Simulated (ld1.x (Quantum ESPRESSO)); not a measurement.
Values are calculated unless marked as measured or tabulated.
## Pseudopotentials across the periodic table

Generated with ld1.x 7.5 (TM, RRKJ, ultrasoft, PAW), atompaw 4.2 or ONCVPSP 4.0.1. The cutoff is in Ry: for ld1.x and atompaw files where the sum of valence levels is converged to 10 mRy in a Bessel basis, for ONCV files where the hardest occupied wave has 1 mHa per electron of residual kinetic energy. The error is the largest all-electron minus pseudo excitation energy over each file’s own four to seven test configurations (ionisations up to +4, promotions, holes and added fractions of an electron), all of which were solved. The labels leave out finer settings (local radius, basis sizes, second energies), which also bear on the numbers. Spin-polarised tests are not counted. The rows are a selection from randomly drawn settings: files with unsolved tests, undetermined cutoffs or missed reference levels are left out.

A true bound ghost makes a file unfit for plane-wave use even where its test errors are small: the radial tests pick states by their node count and pass the ghost by.

```tsv
element	potential	cutoff (Ry)	largest error (meV)	bound ghosts
He	ultrasoft, LDA (PZ), scalar-relativistic, rc 0.90 (s), local smoothed, core correction no, reference 1s2	45	+26	none
C	RRKJ, PBE, non-relativistic, rc 1.10/2.10/1.90 (spd), local d, core correction no, reference 2s2 2p2	50	+849	none
Kr	ultrasoft, LDA (PZ), fully relativistic, rc 1.40/1.90/1.70 (spd), local smoothed, core correction yes, reference 4s2 4p6	21	-39	none
Tc	TM semilocal, Wu–Cohen, scalar-relativistic, rc 2.05/2.35/1.80 (spd), local s, core correction no, reference 4d4 5s0 5p0	45	+404	none
Cd	TM, LDA (PZ), fully relativistic, rc 2.15/3.55/1.50 (spd), local s, core correction no, reference 4d10 5s2 5p0	80	-643	none
I	TM, LDA (PZ), scalar-relativistic, rc 1.94/2.48/1.54 (spd), local d, core correction yes, reference 4d10 5s2 5p3	100	-462	s, p
```

Problem. Fill in the row for Bi: TM, revPBE, scalar-relativistic, rc 1.55/2.55/1.75 (spd), local s, core correction yes, reference 5d10 6s2 6p3.

Solution. cutoff 60 Ry, largest error -124 meV, bound ghosts: none.

Problem. Fill in the row for Pb: TM semilocal, PBE, scalar-relativistic, rc 1.60/2.70/1.90 (spd), local s, core correction yes, reference 5d10 6s2 6p2.

Solution. cutoff 55 Ry, largest error -96 meV, bound ghosts: none.
